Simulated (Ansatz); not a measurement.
Ansatz (a program for electronic structure) input:
A basis named .json is the Basis Set Exchange file of that set.

Ansatz 0.2 input:
```yaml
crystal:
  periodic: [false, false, false]
  atoms:
    - {symbol: Si, position_ang: [0.33645806, 0.07501901, -0.09322244]}
    - {symbol: Cl, position_ang: [-0.40375190, -0.28382823, 1.79000695]}
    - {symbol: Cl, position_ang: [-1.19590123, -0.10675841, -1.42200036]}
    - {symbol: O, position_ang: [1.00562582, 1.55666064, -0.12494795]}
    - {symbol: O, position_ang: [1.45240221, -1.01799582, -0.51919495]}
    - {symbol: H, position_ang: [0.52406208, 2.29445991, 0.25874549]}
    - {symbol: H, position_ang: [2.29540407, -1.01407182, -0.05660000]}
basis:
  gaussian:
    orbitals: aug-cc-pV_D+d_Z.json
magnetization: {spin_polarized: false}
correlation: {method: ccsd_t, electrons: outside_noble_gas}
output: {forces: true}
```

**Question.** Which total energy does the run end on?

**Answer.** -1359.94286 Eh (CCSD(T)/aug-cc-pV(D+d)Z). The basis has 160 functions. The run takes very roughly 7 core-minutes.
